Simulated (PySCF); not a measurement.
C2H3O2, doublet (typed; the unrestricted solution is spin-contaminated), at a GFN2-xTB geometry, with bond 4-3 at 3.0 times its length; PySCF with PBE0/6-31G*.

The PySCF input:
```python
from pyscf import gto, scf, dft

mol = gto.Mole()
mol.atom = '''
    C    -1.458256   -0.141799   -0.064838
    O    -0.148184   -0.706041   -0.403978
    C     0.927261   -0.108169   -0.074403
    O     1.769206    2.918767    1.664182
    H    -1.965233    0.092599   -0.998380
    H    -2.002918   -0.905035    0.485929
    H    -1.323683    0.754101    0.538722
'''
mol.basis = '6-31g*'
mol.charge = 0
mol.spin = 1
mol.verbose = 4
mol.build()

mf = dft.UKS(mol)
mf.xc = 'pbe0'
mf.kernel()
mo_i, mo_e, stable_i, stable_e = mf.stability(internal=True, external=False, return_status=True, nroots=6, tol=1e-6)
print('internally stable:', stable_i, ' externally stable:', stable_e)
if not stable_i:
    umf = mf.copy()
    umf.scf_summary = {}
    umf.kernel(umf.make_rdm1(mo_i, mf.mo_occ))
```

It wrote (shortened):

```
PySCF version 2.14.0

[INPUT] verbose = 4
[INPUT] num. atoms = 7
[INPUT] num. electrons = 31
[INPUT] charge = 0
[INPUT] spin (= nelec alpha-beta = 2S) = 1
[INPUT] symmetry False subgroup None
[INPUT] Mole.unit = angstrom
[INPUT] Symbol           X                Y                Z      unit          X                Y                Z       unit  Magmom
[...]
nuclear repulsion = 86.7489732144813
number of shells = 30
number of NR pGTOs = 120
number of NR cGTOs = 62
basis = 6-31g*
ecp = {}

******** <class 'pyscf.dft.uks.UKS'> ********
method = UKS
initial guess = minao
damping factor = 0
level_shift factor = 0
DIIS = <class 'pyscf.scf.diis.CDIIS'>
diis_start_cycle = 1
diis_space = 8
diis_damp = 0
SCF conv_tol = 1e-09
SCF conv_tol_grad = None
SCF max_cycles = 50
direct_scf = True
direct_scf_tol = 1e-13
number electrons alpha = 16  beta = 15
XC library pyscf.dft.libxc version 7.1.2
    S. Lehtola, C. Steigemann, M. J. T. Oliveira, and M. A. L. Marques,  SoftwareX 7, 1–5 (2018)
XC functionals = pbe0
    C. Adamo and V. Barone,  J. Chem. Phys. 110, 6158 (1999)
    M. Ernzerhof and G. E. Scuseria,  J. Chem. Phys. 110, 5029 (1999)
radial grids:
    Treutler-Ahlrichs [JCP 102, 346 (1995); DOI:10.1063/1.469408] (M4) radial grids

becke partition: Becke, JCP 88, 2547 (1988); DOI:10.1063/1.454033
pruning grids: <function nwchem_prune>
grids dens level: 3
symmetrized grids: False
atomic radii adjust function: <function treutler_atomic_radii_adjust>
small_rho_cutoff = 0
Set gradient conv threshold to 3.16228e-05
tot grids = 85824
init E= -227.879502830407

cycle= 1 E= -227.19788311874  delta_E= 0.682  |g|= 0.933  |ddm|= 1.67
cycle= 2 E= -218.258182716051  delta_E= 8.94  |g|= 2.35  |ddm|= 4.28
cycle= 3 E= -227.578685188396  delta_E= -9.32  |g|= 0.556  |ddm|= 4.26
cycle= 4 E= -227.777470743577  delta_E= -0.199  |g|= 0.48  |ddm|= 1.07
cycle= 5 E= -227.859292074716  delta_E= -0.0818  |g|= 0.237  |ddm|= 0.62
cycle= 6 E= -227.872359459937  delta_E= -0.0131  |g|= 0.189  |ddm|= 0.0886
cycle= 7 E= -227.88606977198  delta_E= -0.0137  |g|= 0.106  |ddm|= 0.115
cycle= 8 E= -227.891583707136  delta_E= -0.00551  |g|= 0.0469  |ddm|= 0.0936
cycle= 9 E= -227.893136459631  delta_E= -0.00155  |g|= 0.00875  |ddm|= 0.0798
cycle= 10 E= -227.893283782699  delta_E= -0.000147  |g|= 0.00831  |ddm|= 0.0435
cycle= 11 E= -227.89332186749  delta_E= -3.81e-05  |g|= 0.00436  |ddm|= 0.0146
cycle= 12 E= -227.893332938181  delta_E= -1.11e-05  |g|= 0.000391  |ddm|= 0.00721
[...]
converged SCF energy = -227.893333162854  <S^2> = 1.7048763  2S+1 = 2.7963379
<class 'pyscf.dft.uks.UKS'> wavefunction has an internal instability
internally stable: False  externally stable: None
[...]
cycle= 22 E= -227.893391127841  delta_E= 4.08e-07  |g|= 4.26e-05  |ddm|= 0.00561
cycle= 23 E= -227.893391230661  delta_E= -1.03e-07  |g|= 4.17e-05  |ddm|= 0.0014
cycle= 24 E= -227.893391617884  delta_E= -3.87e-07  |g|= 4.18e-05  |ddm|= 0.00532
cycle= 25 E= -227.893392107934  delta_E= -4.9e-07  |g|= 4.55e-05  |ddm|= 0.00683
cycle= 26 E= -227.893392345144  delta_E= -2.37e-07  |g|= 4.1e-05  |ddm|= 0.00331
cycle= 27 E= -227.893392699177  delta_E= -3.54e-07  |g|= 4.27e-05  |ddm|= 0.00504
cycle= 28 E= -227.893393780087  delta_E= -1.08e-06  |g|= 5.14e-05  |ddm|= 0.0155
cycle= 29 E= -227.893394746528  delta_E= -9.66e-07  |g|= 3.99e-05  |ddm|= 0.0144
cycle= 30 E= -227.893394878874  delta_E= -1.32e-07  |g|= 4.64e-05  |ddm|= 0.00197
cycle= 31 E= -227.893394312645  delta_E= 5.66e-07  |g|= 6.19e-05  |ddm|= 0.00847
cycle= 32 E= -227.893351564974  delta_E= 4.27e-05  |g|= 0.0102  |ddm|= 0.265
cycle= 33 E= -227.893376925296  delta_E= -2.54e-05  |g|= 0.00737  |ddm|= 0.0345
cycle= 34 E= -227.89338588994  delta_E= -8.96e-06  |g|= 0.00601  |ddm|= 0.0185
cycle= 35 E= -227.893399181776  delta_E= -1.33e-05  |g|= 0.00184  |ddm|= 0.0982
cycle= 36 E= -227.893398654747  delta_E= 5.27e-07  |g|= 0.000742  |ddm|= 0.0406
cycle= 37 E= -227.893398430138  delta_E= 2.25e-07  |g|= 0.000455  |ddm|= 0.00796
cycle= 38 E= -227.893398054784  delta_E= 3.75e-07  |g|= 0.000232  |ddm|= 0.00831
cycle= 39 E= -227.893398142981  delta_E= -8.82e-08  |g|= 0.000196  |ddm|= 0.00151
cycle= 40 E= -227.893397767516  delta_E= 3.75e-07  |g|= 3.52e-05  |ddm|= 0.00692
cycle= 41 E= -227.893397660669  delta_E= 1.07e-07  |g|= 4.27e-05  |ddm|= 0.00183
cycle= 42 E= -227.893397738352  delta_E= -7.77e-08  |g|= 5.48e-05  |ddm|= 0.00141
cycle= 43 E= -227.893397854563  delta_E= -1.16e-07  |g|= 4.97e-05  |ddm|= 0.00204
cycle= 44 E= -227.89339772718  delta_E= 1.27e-07  |g|= 4.19e-05  |ddm|= 0.00231
cycle= 45 E= -227.893397298215  delta_E= 4.29e-07  |g|= 3.47e-05  |ddm|= 0.00742
cycle= 46 E= -227.893398537938  delta_E= -1.24e-06  |g|= 7.72e-05  |ddm|= 0.022
cycle= 47 E= -227.893398383285  delta_E= 1.55e-07  |g|= 5.76e-05  |ddm|= 0.00286
cycle= 48 E= -227.89339858818  delta_E= -2.05e-07  |g|= 3.75e-05  |ddm|= 0.00411
cycle= 49 E= -227.893398873226  delta_E= -2.85e-07  |g|= 0.000145  |ddm|= 0.00524
cycle= 50 E= -227.893398479989  delta_E= 3.93e-07  |g|= 5.12e-05  |ddm|= 0.00749
SCF not converged.
SCF energy = -227.893398479989 after 50 cycles  <S^2> = 1.7054391  2S+1 = 2.7967403
```

Convergence was not reached.
